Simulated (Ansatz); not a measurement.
Relaxation of ClF₃H₄HfOSi (11 atoms, charge 0, multiplicity 1), to a largest force component of 0.03 eV/Å in at most 50 steps.

Method: RKS revPBE/def2-SVP in Ansatz.

```xyz
11
Properties=species:S:1:pos:R:3:forces:R:3
Hf 0.483 0.171 -0.076 -0.47 -0.14 1.11
Cl 0.235 -0.107 2.384 0.19 0.11 -0.94
F 2.361 0.221 -0.414 0.00 0.00 0.01
F -0.170 1.817 -0.802 0.00 0.01 0.00
F -0.139 -1.335 -1.082 0.00 -0.01 -0.03
O -2.620 -0.059 0.883 0.59 -0.11 0.38
Si -3.905 -1.019 0.306 0.01 -0.01 0.03
H -3.518 -2.473 0.221 -0.01 0.00 0.01
H -5.115 -0.894 1.196 0.02 0.01 -0.01
H -4.205 -0.482 -1.059 -0.01 0.00 0.00
H -2.261 -0.273 1.782 -0.30 0.13 -0.55
```

Question: Where does it end, and by what steps?

Answer: It converged. After 10 steps the energy has fallen by 0.462 eV; H10 moved furthest, 0.57 Å. Joined: Hf1–O6 (3.26 → 2.38 Å).

```
step  energy less start (eV)  largest force component (eV/Å)  accepted
   0                  0.0000                           1.108       yes
   1                 -0.1568                           0.937       yes
   2                 -0.3552                           0.646       yes
   3                 -0.3754                           1.004       yes
   4                 -0.4200                           0.318       yes
   5                 -0.4466                           0.166       yes
   6                 -0.4510                           0.153       yes
   7                 -0.4583                           0.077       yes
   8                 -0.4611                           0.064       yes
   9                 -0.4620                           0.049       yes
  10                 -0.4624                           0.014       yes
```

```xyz
11
Properties=species:S:1:pos:R:3
Hf 0.002 0.097 0.069
Cl 0.400 -0.071 2.452
F 1.828 0.111 -0.526
F -0.600 1.813 -0.566
F -0.619 -1.390 -1.011
O -2.211 -0.225 0.892
Si -3.589 -1.014 0.175
H -3.412 -2.500 0.227
H -4.783 -0.600 0.985
H -3.662 -0.501 -1.226
H -2.210 -0.154 1.868
```

Whether the end is a true minimum wasn't checked by a vibrational analysis.

Run time: 25 s on 4 threads of Arm Neoverse V2, with other jobs on the host, peak memory 0.23 GiB.
